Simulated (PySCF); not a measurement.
## Radial density of Be⁺ (beryllium, charge +1)

B97-3, [He] 2p1, 2P determinant (an excited configuration). All numbers are calculated (PySCF 2.14, the non-relativistic Hamiltonian (point nucleus), in aug-cc-pVQZ with one added diffuse shell each of s, p, d, f, g type (7s6p5d4f3g, 105 functions)).

| r (bohr) | 4πr²ρ (e/bohr) | 4πr²(ρα − ρβ) |
| --- | --- | --- |
| 0.00630 | 0.01625 | 0.0000 |
| 0.0106 | 0.04434 | -0.0001 |
| 0.0178 | 0.1185 | -0.0001 |
| 0.0300 | 0.3042 | -0.0004 |
| 0.0504 | 0.7323 | -0.0009 |
| 0.0848 | 1.580 | -0.0019 |
| 0.143 | 2.851 | -0.0027 |
| 0.240 | 3.846 | 0.0013 |
| 0.404 | 3.257 | 0.0257 |
| 0.679 | 1.377 | 0.1095 |
| 1.14 | 0.4284 | 0.2845 |
| 1.92 | 0.4074 | 0.4051 |
| 3.23 | 0.1997 | 0.1997 |
| 5.43 | 0.01582 | 0.0158 |
| 9.14 | 7.743e-05 | 0.0001 |

**Question.** Where is the radial spin density 4πr²(ρα − ρβ) most negative, and why is it negative at all?

**Answer.** Around r = 0.143 bohr, down to -0.0027 e/bohr: exchange with the open shell polarises the paired shells in an unrestricted calculation.
